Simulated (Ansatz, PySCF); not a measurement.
Some isomers of C4H2BrSe, charge -1, singlet:

A. Brc1c[c-][se]c1
B. Brc1[c-]c[se]c1
C. Brc1[c-][se]cc1
D. Brc1cc[c-][se]1

Quantity: relative energy (0 K, with B3LYP-D3(BJ) harmonic zero-point energies), kcal/mol. Each molecule is optimised on its own at B3LYP-D3(BJ)/def2-TZVP (Ansatz, a first-principles code). Frequencies are from Ansatz or PySCF. Unstable Hartree-Fock reference: Brc1c[c-][se]c1, Brc1[c-]c[se]c1, Brc1[c-][se]cc1, Brc1cc[c-][se]1. Correlated levels leave the core frozen unless marked. Spin-orbit coupling is left out. The frozen core is the preceding noble-gas configuration, with the filled d and f shells of earlier blocks. No relativistic terms. Basis-set limits of correlation are two-point, X^-3; Hartree-Fock from the larger set. Anions need diffuse functions, which plain sets lack and def2-D sets hold few of. Values are relative to the lowest entry of each level; other isomers of the formula, not listed, may lie lower.

|  | revPBE-D4/def2-TZVPD (Ansatz + dftd4) | LC-wPBE-D3(BJ)/def2-TZVPD (Ansatz + dftd3) | RI-MP2/aug-cc-pVQZ (Ansatz) | CCSD(T)/CBS(aug-cc-pVTZ,aug-cc-pVQZ) (Ansatz) |
|---|---|---|---|---|
| A | 2.2 | 3.4 | 1.9 | ___ |
| B | 6.4 | 10.9 | 7.9 | ___ |
| C | 0.0 | 0.0 | 0.0 | ___ |
| D | 6.2 | 6.7 | 5.8 | ___ |

Task: What belongs in the gaps?

Result: 
- A, CCSD(T)/CBS(aug-cc-pVTZ,aug-cc-pVQZ) (Ansatz): 2.6
- B, CCSD(T)/CBS(aug-cc-pVTZ,aug-cc-pVQZ) (Ansatz): 8.8
- C, CCSD(T)/CBS(aug-cc-pVTZ,aug-cc-pVQZ) (Ansatz): 0.0
- D, CCSD(T)/CBS(aug-cc-pVTZ,aug-cc-pVQZ) (Ansatz): 6.4
